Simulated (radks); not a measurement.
Charge is removed step by step from the 4p3/2 level of Nb+, starting from [Ar] 3d10 4s2 4p(1/2: 2, 3/2: 4) 4d4. All-electron calculation, Dirac Kohn-Sham, LDA (Slater exchange, Perdew-Wang correlation), spin-unpolarised, spherical densities, finite nucleus; open shells fill j = l - 1/2 first; Fermi nuclear charge, rms radius 4.324 fm. Program: a radial shooting solver on a logarithmic mesh with Libxc functionals.

\begin{tabular}{lrrr}
removed (e) & E - E(0) (eV) & eigenvalue (eV) & E minus straight line (eV) \\ \hline
0 & 0.000 & -40.328 & 0.000 \\
0.125 & 5.131 & -41.780 & -0.676 \\
0.25 & 10.447 & -43.274 & -1.169 \\
0.375 & 15.951 & -44.806 & -1.472 \\
0.5 & 21.650 & -46.373 & -1.581 \\
0.625 & 27.546 & -47.973 & -1.492 \\
0.75 & 33.644 & -49.604 & -1.202 \\
0.875 & 39.948 & -51.263 & -0.705 \\
1 & 46.461 & -52.950 & 0.000 \\
\end{tabular}

Removing the whole electron costs 46.461 eV by Delta-SCF, against 40.328 eV from minus the eigenvalue at the starting occupation. Slater's transition state (half an electron removed) gives 46.373 eV. Integrating minus the eigenvalue over the occupation (Janak's theorem) gives 46.461 eV. The mean slope of the eigenvalue, de/dn, is 12.6 eV per electron.
